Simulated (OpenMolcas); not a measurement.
## Cr+: input and output

Input:

```
&GATEWAY
Coord
1

Cr 0.0 0.0 0.0
Basis=ANO-R3
Group=XYZ
NoMove
AngMom=0.0 0.0 0.0
AMFI
&SEWARD
* reference wave functions (RASSCF and RASSI steps not shown): 5 electrons in 5 orbitals (3d)
>>> COPY JOB001 $Project.JobIph
&CASPT2
Multistate=1 1
Frozen=2 3
IPEA=0.25
Imaginary=0.1
MaxIter=60
WThr=0.0 0.3 0.05
PrWF=0.5
NoMix
>>> COPY JOB002 $Project.JobIph
&CASPT2
Multistate=24 1 2 3 4 5 6 7 8 9 10 11 12 13 14 15 16 17 18 19 20 21 22
23 24
Frozen=2 3
IPEA=0.25
Imaginary=0.1
MaxIter=60
WThr=0.0 0.3 0.05
PrWF=0.5
NoMix
>>> COPY JOB003 $Project.JobIph
&CASPT2
Multistate=53 1 2 3 4 5 6 7 8 9 10 11 12 13 14 15 16 17 18 19 20 21 22
23 24 25 26 27 28 29 30 31 32 33 34 35 36 37 38 39 40 41 42 43 44 45 46
47 48 49 50 51 52 53
Frozen=2 3
IPEA=0.25
Imaginary=0.1
MaxIter=60
WThr=0.0 0.3 0.05
PrWF=0.5
NoMix
```

Output, cut to the results:

```
--- CASPT2 ---
Orbital specifications:
      -----------------------

      Symmetry species                           1   2
                                                ag  au
      Frozen orbitals                            2   3
      Inactive orbitals                          1   3
      Active orbitals                            5   0
      Secondary orbitals                        33  30
      Deleted orbitals                           0   0
      Number of basis functions                 41  36
Type of calculation                        SS-CASPT2
      Fock operator                              state-specific
      IPEA shift                                 0.25
      Real shift                                 0.00
      Imaginary shift                            0.10
      The input orbitals will be transformed to quasi-canonical
Reference energy:       -1049.4512292933
      E2 (Non-variational):      -0.4718520224
      Shift correction:          -0.0004384341
      E2 (Variational):          -0.4722904565
      Total energy:           -1049.9235197498
      Residual norm:              0.0000001704
      Reference weight:           0.91816
      Contributions to the CASPT2 correlation energy
      Active & Virtual Only:         -0.0926369477
      One Inactive Excited:          -0.2333479857
      Two Inactive Excited:          -0.1458670889
::    CASPT2 Root  1     Total energy:  -1049.92351975
--- CASPT2 ---
Orbital specifications:
      -----------------------

      Symmetry species                           1   2
                                                ag  au
      Frozen orbitals                            2   3
      Inactive orbitals                          1   3
      Active orbitals                            5   0
      Secondary orbitals                        33  30
      Deleted orbitals                           0   0
      Number of basis functions                 41  36
Type of calculation                        MS-CASPT2
      Fock operator                              state-specific
      IPEA shift                                 0.25
      Real shift                                 0.00
      Imaginary shift                            0.10
      The input orbitals will be transformed to quasi-canonical
Reference energy:       -1049.3319905505
      E2 (Non-variational):      -0.4950536428
      Shift correction:          -0.0005188458
      E2 (Variational):          -0.4955724886
      Total energy:           -1049.8275630390
      Residual norm:              0.0000007054
      Reference weight:           0.91000
      Contributions to the CASPT2 correlation energy
      Active & Virtual Only:         -0.1085857168
      One Inactive Excited:          -0.2402643668
      Two Inactive Excited:          -0.1462035591
Reference energy:       -1049.3319905505
      E2 (Non-variational):      -0.4951050032
      Shift correction:          -0.0005356642
      E2 (Variational):          -0.4956406674
      Total energy:           -1049.8276312179
      Residual norm:              0.0000001534
      Reference weight:           0.90958
      Contributions to the CASPT2 correlation energy
      Active & Virtual Only:         -0.1086903220
      One Inactive Excited:          -0.2402263880
      Two Inactive Excited:          -0.1461882933
::    CASPT2 Root  1     Total energy:  -1049.82756304
::    CASPT2 Root  2     Total energy:  -1049.82763122
::    CASPT2 Root  3     Total energy:  -1049.82770141
::    CASPT2 Root  4     Total energy:  -1049.82767677
::    CASPT2 Root  5     Total energy:  -1049.82773675
::    CASPT2 Root  6     Total energy:  -1049.82756701
::    CASPT2 Root  7     Total energy:  -1049.82754607
::    CASPT2 Root  8     Total energy:  -1049.82761693
::    CASPT2 Root  9     Total energy:  -1049.82763086
::    CASPT2 Root 10     Total energy:  -1049.82000338
::    CASPT2 Root 11     Total energy:  -1049.82024798
::    CASPT2 Root 12     Total energy:  -1049.82013352
::    CASPT2 Root 13     Total energy:  -1049.80817126
::    CASPT2 Root 14     Total energy:  -1049.80824514
::    CASPT2 Root 15     Total energy:  -1049.80813456
::    CASPT2 Root 16     Total energy:  -1049.80811900
::    CASPT2 Root 17     Total energy:  -1049.80832054
::    CASPT2 Root 18     Total energy:  -1049.76541148
::    CASPT2 Root 19     Total energy:  -1049.76643476
::    CASPT2 Root 20     Total energy:  -1049.76501165
::    CASPT2 Root 21     Total energy:  -1049.76539216
::    CASPT2 Root 22     Total energy:  -1049.76596515
::    CASPT2 Root 23     Total energy:  -1049.76539509
::    CASPT2 Root 24     Total energy:  -1049.76691271
::    MS-CASPT2 Root  1     Total energy:  -1049.82858180
::    MS-CASPT2 Root  2     Total energy:  -1049.82833794
::    MS-CASPT2 Root  3     Total energy:  -1049.82815719
::    MS-CASPT2 Root  4     Total energy:  -1049.82784462
::    MS-CASPT2 Root  5     Total energy:  -1049.82781268
::    MS-CASPT2 Root  6     Total energy:  -1049.82728478
--- CASPT2 ---
Orbital specifications:
      -----------------------

      Symmetry species                           1   2
                                                ag  au
      Frozen orbitals                            2   3
      Inactive orbitals                          1   3
      Active orbitals                            5   0
      Secondary orbitals                        33  30
      Deleted orbitals                           0   0
      Number of basis functions                 41  36
Type of calculation                        MS-CASPT2
      Fock operator                              state-specific
      IPEA shift                                 0.25
      Real shift                                 0.00
      Imaginary shift                            0.10
      The input orbitals will be transformed to quasi-canonical
Reference energy:       -1049.2820135316
      E2 (Non-variational):      -0.5004420236
      Shift correction:          -0.0005472325
...
```

Levels above the lowest, from the spin-orbit matrix with the single-state CASPT2 energies, averaged by term, on its diagonal:

```tsv
Configuration	Term	J	E (cm⁻¹)	Measured (cm⁻¹)	g	Term weight %	Second
3d⁵	⁶S	5/2	0.0	0.0	2.002	100	
3d⁵	⁴G	5/2	21040	20512	0.571	100	
3d⁵	⁴G	7/2	21040	20518	0.984	100	
3d⁵	⁴G	11/2	21050	20512	1.273	100	
3d⁵	⁴G	9/2	21050	20519	1.172	100	
3d⁵	⁴P	5/2	22650	21823	1.597	98	
3d⁵	⁴P	3/2	22670	21824	1.729	99	
3d⁵	⁴P	1/2	22690	21824	2.661	100	
3d⁵	⁴D	7/2	25310		1.429	100	
3d⁵	⁴D	1/2	25330		0.007	100	
3d⁵	⁴D	3/2	25350		1.206	99	
3d⁵	⁴D	5/2	25350		1.375	98	
3d⁵	²I	11/2	30850		0.924	100	
3d⁵	²I	13/2	30870		1.077	100	
3d⁵	²D	5/2	32410		1.141	82	17 ²F(1)
3d⁵	²D	3/2	32610		0.794	98	
3d⁵	²F(1)	7/2	33510		1.143	100	
3d⁵	²F(1)	5/2	33760		0.916	82	17 ²D
3d⁵	⁴F	9/2	34610		1.333	99	
3d⁵	⁴F	7/2	34620		1.238	99	
3d⁵	⁴F	5/2	34640		1.030	99	
3d⁵	⁴F	3/2	34660		0.405	98	
3d⁵	²H	9/2	36930		0.919	95	5 ²G
3d⁵	²H	11/2	37010		1.091	100
```

Against the 7 measured excited levels shown (NIST Handbook of Basic Atomic Spectroscopic Data) the mean absolute deviation is 660 cm-1; the largest miss in energy is 3d⁵ ⁴P_1/2: computed 22690, measured 21824 cm⁻¹ (+4.0 %).

Term energies are means over components that CASPT2 splits; among the terms shown or strongly mixed into the levels shown the widest spread is 420 cm-1 (3d⁵ ⁴F). Some high roots are left out of the spin-orbit mixing, which shifts the levels that they would mix with. Computed and measured levels are paired by configuration, term and J; levels that our copy of the source lacks, or whose pairing is in doubt (as where it misses far off the trend of its configuration), stay unpaired and out of the deviations. Levels of configurations outside the active space are missing. The first state left out of the spin-orbit step lies near 62000 cm-1 above the lowest spin-free state of the reference (among the parities and spins computed), and the list stops at four fifths of that energy or lower. The table shows the lowest 24 of 29 levels.

The term weight is that of the spin-free term in the level, not the purity of its configuration. A number in round brackets counts repeated terms of one configuration in the order of the reference energies.
